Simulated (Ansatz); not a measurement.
Al₉N₉, a nanocrystal cut from zinc blende AlN (bare), relaxed as a singlet with RKS PBE-D4/def2-SVP in Ansatz, starting from the GFN2-xTB geometry. Force threshold 0.03 eV/Å.

Start:

```xyz
18

Al    0.193    1.548   -2.378
Al    2.300   -1.166    1.734
Al    0.317   -0.122    2.930
Al   -0.449    1.814    0.602
Al    1.677    0.095   -0.984
Al   -0.107   -1.573    0.291
Al   -1.935    0.154   -1.303
Al   -0.161   -0.880   -2.752
Al   -1.859    0.082    1.627
N     1.765   -1.393    0.049
N     0.843    1.765   -0.648
N     1.429    0.014   -2.796
N    -0.557    1.381    2.368
N     1.981   -0.671    3.366
N    -0.839   -1.397    1.925
N    -1.340    0.753   -2.934
N    -2.230    1.117    0.162
N    -1.030   -1.519   -1.259
```

(1) Estimate the energy that the relaxation releases and the steps that it takes.

(2) Does the start keep its bonding and symmetry?

(3) Predict the relaxed structure.

Results:

(1) 38.7 kJ/mol, in 6 steps; 20 s on 2 threads of AMD EPYC 7R13 on a shared host and a share (18 GiB) of an NVIDIA H100 80GB HBM3. No frequencies were taken in this run, so the end may be a saddle point.

(2) By distances, no bond broke or formed. The bond that changes most is Al8–N16, from 2.02 to 1.92 Å (atoms count from 1).

(3) 
```tsv
atom	x (Å)	y (Å)	z (Å)
Al1	0.269	1.529	-2.446
Al2	2.368	-1.250	1.769
Al3	0.355	-0.141	2.871
Al4	-0.496	1.848	0.639
Al5	1.685	0.121	-0.960
Al6	-0.167	-1.696	0.282
Al7	-1.956	0.145	-1.337
Al8	-0.187	-0.834	-2.811
Al9	-1.862	0.154	1.707
N10	1.720	-1.368	0.112
N11	0.789	1.773	-0.662
N12	1.434	0.049	-2.772
N13	-0.586	1.369	2.416
N14	2.040	-0.611	3.343
N15	-0.854	-1.372	1.944
N16	-1.302	0.722	-2.956
N17	-2.212	1.087	0.173
N18	-1.039	-1.525	-1.313
```
Bond lengths (bridged metal pairs left out): 26 × Al–N 1.73 to 1.96 Å.
